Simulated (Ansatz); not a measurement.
C2H2AlBr, SMILES `Br[C]1=[CH][AlH]1`. The species carries charge 0 and has multiplicity 1.

```xyz
6

Br    0.020    0.945   -2.439
C     0.109    0.181   -0.714
C    -0.661    0.465    0.364
Al    0.606   -0.852    0.745
H    -1.477    1.176    0.465
H     1.402   -1.915    1.579
```

Problem. List the harmonic frequencies (cm⁻¹, unscaled) at PBE0-D4/def2-TZVP in Ansatz. (An estimate is asked.)

Solution. Ansatz gave: 240, 272, 348, 462, 485, 729, 878, 900, 1076, 1464, 1996, 3166.

Problem. Is this a minimum?

Solution. Yes, all 12 modes are real.

Problem. Give the ideal-gas thermochemistry at 298.15 K and 1 bar (rigid rotor, harmonic oscillator; point group Cs, symmetry number 1).

Solution. Zero-point energy 71.9 kJ/mol; H(298) − E = 87.2 kJ/mol; entropy 308.5 J/(mol·K), of which translation 169.8, rotation 110.8, vibration 27.9; G(298) − E = -4.8 kJ/mol.

Problem. Rotational constants (cm⁻¹)?

Solution. 0.6171, 0.05125, 0.04732.
